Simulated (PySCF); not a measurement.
A small calculation by hand: chemical shift, span and skew from a shielding tensor

B(Me)2(OMe) (C3H9BO), SMILES COB(C)C. Atoms are numbered in the order given.

```xyz
14

B      0.2757     0.3572     0.1803
C      1.3832     1.4628     0.0210
H      2.2108     1.2766     0.7273
H      0.9773     2.4516     0.2966
H      1.7937     1.5201    -0.9970
C     -0.4685     0.0843     1.5490
H     -0.3242    -0.9607     1.8749
H     -1.5591     0.2162     1.4376
H     -0.1306     0.7412     2.3626
O     -0.0220    -0.3698    -0.9309
C     -0.9848    -1.3888    -0.9471
H     -1.0217    -1.8152    -1.9599
H     -0.7387    -2.1984    -0.2394
H     -1.9893    -1.0087    -0.6950
```

Coordinates come from a PBE0-D3(BJ)/def2-SVP optimisation. One conformer was computed; it need not be the lowest.

GIAO shieldings from PBE/pcSseg-1 run with PySCF, non-relativistic, no solvent. The symmetric part of the tensor of C11 has the principal values 99.9, 100.2, 175.0 ppm. The same nucleus in TMS has σ = 182.0 ppm at this level (PySCF, at its B3LYP-D3(BJ)/def2-TZVP geometry).

Question: Work out the isotropic shielding, the ¹³C shift against TMS, the span and the skew.

Answer: 
σ(iso) = (σ11 + σ22 + σ33)/3 = 125.0 ppm. δ = σ(ref) − σ(iso) = 182.0 − (125.0) = 57.0 ppm.
Span Ω = σ33 − σ11 = 75.1 ppm. Skew κ = 3(σ(iso) − σ22)/Ω = 0.99, an axial tensor. Tumbling in solution averages the tensor to δ; in a static solid the shielding alone would spread this spin-1/2 line over Ω.
